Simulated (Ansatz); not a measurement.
Geometry optimisation, RKS BLYP-D4/def2-SVP (Ansatz 0.2.0).

Input:

```yaml
crystal:
  periodic: [false, false, false]
  atoms:
    - { symbol: Ga, position_ang: [-0.051897, 0.432061, -0.577627] }
    - { symbol: "N", position_ang: [-0.030886, 0.124488, 2.520052] }
    - { symbol: H, position_ang: [-0.846421, -0.021013, 3.129433] }
    - { symbol: H, position_ang: [0.805946, 0.125335, 3.117376] }
    - { symbol: H, position_ang: [1.387492, -0.009376, -1.071772] }
    - { symbol: H, position_ang: [-1.371597, -0.301629, -1.062492] }
    - { symbol: H, position_ang: [-0.185973, 1.710969, 0.339984] }
    - { symbol: H, position_ang: [-0.123964, 1.077666, 2.100346] }
basis:
  gaussian: { orbitals: def2-SVP }
hamiltonian:
  xc: blyp
  dispersion: d4
relax:
  f_tol: 0.03
  max_steps: 50
```

Launched with:

```bash
$ ansatz run input.yaml --threads 1 --pin off --max-ram 2048MiB --backend cpu --events-out ev --progress --plain --runs-dir out
```

Problem. Where does it end, and by what steps?

Solution. The forces met the threshold. After 6 steps the energy has fallen by 0.811 eV; H3 moved furthest, 0.73 Å. Joined: Ga1–N2 (3.11 → 2.22 Å).

```csv
step,energy less start (eV),largest force component (eV/Å),accepted
0,0.0000,0.705,yes
1,-0.1759,1.317,yes
2,-0.4104,1.692,yes
3,-0.6662,0.483,yes
4,-0.7701,0.509,yes
5,-0.8078,0.132,yes
6,-0.8105,0.019,yes
```

```xyz
8
Properties=species:S:1:pos:R:3
Ga -0.063 0.493 -0.100
N -0.043 0.299 2.108
H -0.824 -0.280 2.445
H 0.829 -0.134 2.443
H 1.378 -0.123 -0.393
H -1.340 -0.412 -0.394
H -0.231 2.076 -0.177
H -0.123 1.219 2.564
```

Whether the end is a true minimum wasn't checked by a vibrational analysis.

The run took 16 s on 1 thread of Arm Neoverse V1 (shared host), peak memory 0.14 GiB.
